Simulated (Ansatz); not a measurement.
Computed with Ansatz on PBE0-D4/def2-TZVP structures; ΔE is electronic, products minus reactants. CCSD(T)/CBS is the MP2 limit (def2-TZVPP, def2-QZVPP) plus CCSD(T) − MP2 in def2-TZVPP, frozen cores. Functionals use def2-TZVPP. One conformer a species, not always the lowest.

Consider the formal exchange of groups at the Si–O bond: `CO[SiH](N)O[SiH3]` + `[SiH3][N]1[CH2][AlH]1` → `[SiH3][SiH2][N]1[CH2][AlH]1` + `CO[SiH](N)O`.

```tsv
level	ΔE (eV)
PBE-D4	0.83
PBE0-D4	0.92
ωB97M-V	1.14
SCS-MP2/def2-TZVPP	1.24
CCSD/def2-TZVPP	1.15
MP2/def2-QZVPP	1.19
HF/CBS(def2)	1.43
MP2/CBS(def2)	1.18
```

(1) What does CCSD(T)/CBS give? (An estimate is asked.)

Largest T1 diagnostic among the species: 0.014.

Answers

(1) The calculation gave: +1.11 eV. The listed levels differ from it by -0.28, -0.19, 0.03, 0.13, 0.04, 0.08, 0.32, 0.07 eV.

In def2-TZVPP, CCSD(T) changes the Hartree–Fock value by −0.29 eV (the triples alone add −0.04 eV) and MP2 by −0.22 eV. From PBE to PBE0 (25 % exact exchange), in def2-TZVPP and without D4, ΔE moves by +0.10 eV.
